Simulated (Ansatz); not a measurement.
Start from `Cc1ccc(C)[nH]1` and change one atom or group to get `Cc1ccc[nH]1`.

Ansatz, PBE0-D4/def2-TZVP geometries, multiplicity 1. 

```
                                                                                  property  `Cc1ccc(C)[nH]1`
                                                         HOMO energy (PBE/def2-TZVPP) / eV             -4.56
ideal-gas entropy at 298 K and 1 bar (rigid rotor, harmonic PBE0-D4/def2-TZVP) / J/(mol·K)               342
                                                   HOMO–LUMO gap (ωB97M-V/def2-TZVPP) / eV             10.01
                                                     LUMO energy (ωB97M-V/def2-TZVPP) / eV              2.37
                                            size of the dipole moment (PBE/def2-TZVPP) / D              1.99
                                                        HOMO energy (PBE0/def2-TZVPP) / eV             -5.53
```

(1) Give the same properties after the change, and the shifts. (Estimate.)

Answers

(1) Computed: 
```tsv
property	`Cc1ccc[nH]1`	shift
HOMO energy (PBE/def2-TZVPP) / eV	-4.82	-0.26
ideal-gas entropy at 298 K and 1 bar (rigid rotor, harmonic PBE0-D4/def2-TZVP) / J/(mol·K)	312	-30
HOMO–LUMO gap (ωB97M-V/def2-TZVPP) / eV	10.32	0.31
LUMO energy (ωB97M-V/def2-TZVPP) / eV	2.39	0.02
size of the dipole moment (PBE/def2-TZVPP) / D	2.01	0.02
HOMO energy (PBE0/def2-TZVPP) / eV	-5.81	-0.28
```

The zero-point energy changes by -72.4 kJ/mol with -9 modes. Dipoles are sizes alone; their direction can turn.
